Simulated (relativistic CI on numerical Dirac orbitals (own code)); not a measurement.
# Slater and spin-orbit integrals, Tm XXII

Calculated at this level of theory: Dirac-Coulomb-Breit CI, orbitals from a KLI potential per configuration, model QED, unscaled Slater integrals (own radial code, finite nucleus).

Slater integrals F^k, G^k are unscaled and averaged over j, outside the closed core [Ar] 3d10 4s2; ζ comes from projecting the Hamiltonian with its Breit term on Σ l·s of the shell.

- 4p6.4d10.4f2: F^2(4f,4f) = 199410, F^4(4f,4f) = 129270, F^6(4f,4f) = 94294, ζ(4f) = 4622.5 cm⁻¹; <r>(4f) = 0.5188, <r^2>(4f) = 0.3109 (bohr units).
- 4p6.4d10.4f.5s: ζ(4f) = 4778.9, G^3(4f,5s) = 30806 cm⁻¹; <r>(4f) = 0.5131, <r^2>(4f) = 0.3039, <r>(5s) = 0.9103, <r^2>(5s) = 0.9225 (bohr units).
- 4p6.4d10.4f.5p: ζ(4f) = 4802.2, F^2(4f,5p) = 85675, G^2(4f,5p) = 27228, G^4(4f,5p) = 25424, ζ(5p) = 88582 cm⁻¹; <r>(4f) = 0.5127, <r^2>(4f) = 0.3034, <r>(5p) = 0.9623, <r^2>(5p) = 1.034 (bohr units).

Averages of the first 10 configurations, taken without configuration mixing, which lowers the lowest level and can move excited configurations by several eV; other configurations of the list can lie among them:

```csv
Configuration,Parity,States,Average energy above the lowest level (eV)
4p6.4d10.4f2,even,91,4.8
4p6.4d10.4f.5s,odd,28,67.5
4p6.4d10.5s2,even,1,138.8
4p6.4d10.4f.5p,even,84,113.9
4p6.4d9.4f3,odd,3640,186.6
4p6.4d10.5s.5p,odd,12,182.7
4p6.4d10.5p2,even,15,231.6
4p6.4d10.4f.5d,odd,140,178.6
4p6.4d10.5s.5d,even,20,249.6
4p5.4d10.4f3,even,2184,364.1
```
